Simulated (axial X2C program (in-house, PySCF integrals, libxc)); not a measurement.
## Potential curves of TeCl⁻, spin-free

All values were computed with an in-house relativistic program for diatomic molecules. Spin-free means the one-electron spin-free X2C Hamiltonian. Basis: Te dyall-acv3z [12s13p9d5f1g], Cl dyall-av3z [9s8p3d2f] (cores contracted in-house); Gaussian nuclei, density fitting, unrestricted open shells. Masses: Te 129.906 u, Cl 34.969 u.

State: M_S = 0, Λ = 0 (closed shell). Energies in eV from the fragments at the same level (Te + Cl-). Fits are polynomials in 1 − R0/R over 0.85 to 1.23 times the lowest point R0.

```
 R (Å)       HF     PBE0  CCSD(T)      PBE
2.1454   0.2039  -1.0286           -1.0712
2.2441  -0.2586  -1.4492  -1.2389  -1.5192
2.3180  -0.4486  -1.6154  -1.4335  -1.7066
2.3920  -0.5425  -1.6901  -1.5324  -1.8023
2.4660  -0.5655  -1.6974  -1.5604  -1.8304
2.5523  -0.5288  -1.6452  -1.5285  -1.8017
2.6386  -0.4456  -1.5483  -1.4488  -1.7273
2.7496  -0.2970  -1.3839  -1.3017  -1.5901
2.8852  -0.0850  -1.1528           -1.3895
3.0825   0.2316  -0.8077           -1.0834
```

Correlated methods: 14 electrons correlated (number of frozen shells: Te 4 s, 3 p, 2 d; Cl 2 s, 1 p), 276 virtual spin orbitals or spinors in MP2, 90 natural virtuals in coupled cluster.

The state is one determinant whose occupation by symmetry is held fixed; it was picked as the lowest of a PBE0 search that is not exhaustive. Closed shells are restricted here (equal orbitals for both partners); the stretched side of such a curve lies too high. De is counted from the lowest determinant-based energies of the atoms at the same level, without counterpoise correction. Coupled cluster ran in a truncated set of natural virtual spinors; the MP2 energy of the rest was added. (T) has no such correction and the atoms are truncated less, which lowers De at CCSD(T) by a hundredth of an eV or more. The highest occupied level of some functionals is positive through self-interaction error; at Hartree–Fock it is bound. With the outer-core shells frozen, correlated bond lengths of heavy atoms tend to come out a few hundredths of an ångström too long. Spin–orbit coupling changes these values markedly for this molecule (Re by over 0.02 Å or De by over 0.25 eV), so the spin-free numbers are a model. Spin-free De lacks the spin–orbit lowering of the heavy p-block atom, a tenth of an eV or more for 4p and 5p, up to an eV for 6p and one to two eV for 7p atoms, less what an open-shell molecule gains itself. Hartree–Fock gets electron affinities wrong, so its lowest charge split need not be the true one. Coupled cluster ran on the points near the minimum only. MP2 and coupled cluster on one determinant become unreliable at the stretched end.

Question: Fit the HF curve near its minimum: give the equilibrium distance, the harmonic wavenumber and the well depth.

Answer: At HF, spin-free: Re = 2.458 Å, ωe ≈ 308 cm⁻¹, De = 0.57 eV to Te + Cl-; Be follows as 0.101 cm⁻¹.

Question: Fit the PBE0 curve near its minimum: give the equilibrium distance, the harmonic wavenumber and the well depth.

Answer: At PBE0, spin-free: Re = 2.438 Å, ωe ≈ 315 cm⁻¹, De = 1.70 eV to Te + Cl-; Be follows as 0.103 cm⁻¹.

Question: What are Re, ωe and De at the CCSD(T) level?

Answer: At CCSD(T), spin-free: Re = 2.465 Å, ωe ≈ 305 cm⁻¹, De = 1.56 eV to Te + Cl-; Be follows as 0.101 cm⁻¹.

Question: Fit the PBE curve near its minimum: give the equilibrium distance, the harmonic wavenumber and the well depth.

Answer: At PBE, spin-free: Re = 2.467 Å, ωe ≈ 297 cm⁻¹, De = 1.83 eV to Te + Cl-; Be follows as 0.101 cm⁻¹.
